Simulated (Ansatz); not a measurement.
The cluster VO2. Charge 0, multiplicity 2. Geometry relaxed at PBE-D4/def2-TZVP.

```xyz
3

V     0.083   -0.131   -1.089
O    -0.565    0.540    0.447
O     0.482   -0.408    0.641
```

The structure holds one bond between oxygen atoms, so isomers without such links may lie far lower. The charge 0 doublet is spin-contaminated (final ⟨S²⟩ up to 1.76, 0.75 for a pure state). At PBE0-D4/def2-TZVP a quartet of charge 0 lies 0.73 eV below the doublet, each at its own geometry. The structure comes from a short search, and lower isomers may exist.

(1) Estimate the harmonic wavenumbers at UKS PBE-D4/def2-TZVP (Ansatz, unscaled). Is this a minimum?

## Answers

(1) 430, 664, 958 cm⁻¹. Yes, no mode is imaginary beyond noise. Zero-point energy 12.3 kJ/mol. Hardware: 2 threads of Arm Neoverse V2 on a shared host. Wall time 21 s.
